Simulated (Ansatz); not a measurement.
Geometry optimisation, DFT PBE, scalar-relativistic, plane waves, PAW (Ansatz 0.2.0).

Input:

```yaml
crystal:
  lattice:
    - [6.98, 0.0, 0.0]
    - [0.0, 6.98, 0.0]
    - [0.0, 0.0, 6.98]
  atoms:
    - { symbol: Li, position: [0.0, 0.0, 0.0] }
    - { symbol: Li, position: [0.5, 0.0, 0.0] }
    - { symbol: Li, position: [0.0, 0.5, 0.0] }
    - { symbol: Li, position: [0.0, 0.0, 0.5] }
    - { symbol: Li, position: [0.25, 0.25, 0.25] }
    - { symbol: Li, position: [0.5, 0.5, 0.0] }
    - { symbol: Li, position: [0.5, 0.0, 0.5] }
    - { symbol: Li, position: [0.75, 0.25, 0.25] }
    - { symbol: Li, position: [0.0, 0.5, 0.5] }
    - { symbol: Li, position: [0.25, 0.75, 0.25] }
    - { symbol: Li, position: [0.25, 0.25, 0.75] }
    - { symbol: Li, position: [0.5, 0.5, 0.5] }
    - { symbol: Li, position: [0.75, 0.75, 0.25] }
    - { symbol: Li, position: [0.75, 0.25, 0.75] }
    - { symbol: Li, position: [0.25, 0.75, 0.75] }
    - { symbol: Li, position: [0.75, 0.75, 0.75] }
    - { symbol: C, position: [0.0104703, 0.1213502, 0.7685802] }
basis:
  ecutwfc: 420.0
kpoints:
  mp_grid: { grid: [3, 3, 3] }
hamiltonian:
  xc: pbe
scf:
  occupations: { method: gaussian, width: 0.1 }
  lower_state_search: "off"
relax:
  f_tol: 0.03
  max_steps: 60
  adjacent_minimum: "off"
```

Launched with:

```bash
$ ansatz run input.yaml --threads 2 --pin off --max-ram 5120MiB --backend cpu --events-out ev --progress --plain --runs-dir out
```

Problem. Where does it end, and by what steps?

Solution. The forces met the threshold. Limits of this set-up: coarse k mesh. After 6 steps the energy has fallen by 1.017 eV; Li9 moved furthest, 0.81 Å. Joined: Li1–Li3 (3.49 → 2.63 Å), Li1–Li4 (3.49 → 3.06 Å), Li2–Li6 (3.49 → 3.05 Å), Li2–Li7 (3.49 → 3.02 Å), Li3–Li9 (3.49 → 2.69 Å), Li3–C17 (3.10 → 2.34 Å).

| step | energy less start (eV) | largest force component (eV/Å) | accepted |
| --- | --- | --- | --- |
| 0 | 0.0000 | 1.060 | yes |
| 1 | -0.2925 | 0.544 | yes |
| 2 | -0.5292 | 0.200 | yes |
| 3 | -0.7954 | 0.164 | yes |
| 4 | -0.9716 | 0.090 | yes |
| 5 | -1.0153 | 0.032 | yes |
| 6 | -1.0174 | 0.006 | yes |

```xyz
17
Lattice="6.9800 0.0000 0.0000 0.0000 6.9800 0.0000 0.0000 0.0000 6.9800" Properties=species:S:1:pos:R:3
Li 0.004 0.233 0.225
Li 3.495 -0.180 0.241
Li 0.005 2.791 -0.393
Li 0.004 0.231 3.283
Li 1.983 1.924 1.754
Li 3.493 3.784 -0.232
Li 3.495 -0.184 3.263
Li 5.005 1.925 1.754
Li 0.005 2.794 3.897
Li 1.511 4.938 1.751
Li 1.965 1.509 5.241
Li 3.493 3.785 3.738
Li 5.478 4.937 1.751
Li 5.024 1.510 5.241
Li 1.349 5.929 5.244
Li 5.639 5.930 5.244
C 0.004 0.871 5.243
```

The run took 32 s on 2 threads of AMD EPYC 7B13 (Zen 3), on a shared host, peak memory 0.62 GiB.
